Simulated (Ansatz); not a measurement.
The cluster Cu₂Ni, relaxed as a triplet with UKS PBE-D4/def2-TZVP in Ansatz, starting from the PBE-D4/def2-TZVP geometry of the neutral singlet. Force threshold 0.02 eV/Å.

An occupied level of the charge 0 triplet lies above an empty one (by up to 0.04 eV), so this SCF solution is probably not the lowest. The gap within one spin of the charge 0 triplet nearly closes, so an electron or hole may be smeared out by delocalisation error. The relaxation made no stability test and no search for a lower SCF solution. At PBE-D4/def2-TZVP a singlet of charge 0 lies 0.40 eV below the triplet, each at its own geometry. That singlet is doubtful there (restricted singlet, unstable towards broken spin symmetry). The structure comes from a short search, and lower isomers may exist.

Start:

```xyz
3

Ni   -1.201    0.360    0.353
Cu    0.949    0.976   -0.170
Cu    0.252   -1.336   -0.183
```

| step | energy (eV) | largest force component (eV/Å) | SCF passes |
| --- | --- | --- | --- |
| 1 | -130306.0617 | 0.535 | 61 |
| 2 | -130306.0839 | 0.315 | 30 |
| 3 | -130306.1019 | 0.069 | 30 |
| 4 | -130306.1037 | 0.114 | 29 |
| 5 | -130306.1046 | 0.001 | 30 |

Force components are those of the run's own axes.

End:

```xyz
3

Ni   -1.163    0.349    0.341
Cu    0.961    1.083   -0.164
Cu    0.202   -1.432   -0.178
```

By distances, no bond broke or formed. The bond that changes most is Cu2–Cu3, from 2.41 to 2.63 Å (atoms count from 1).

No frequencies were taken in this run, so the end may be a saddle point.

It took 11 s on 4 threads of Arm Neoverse V1 on a shared host.
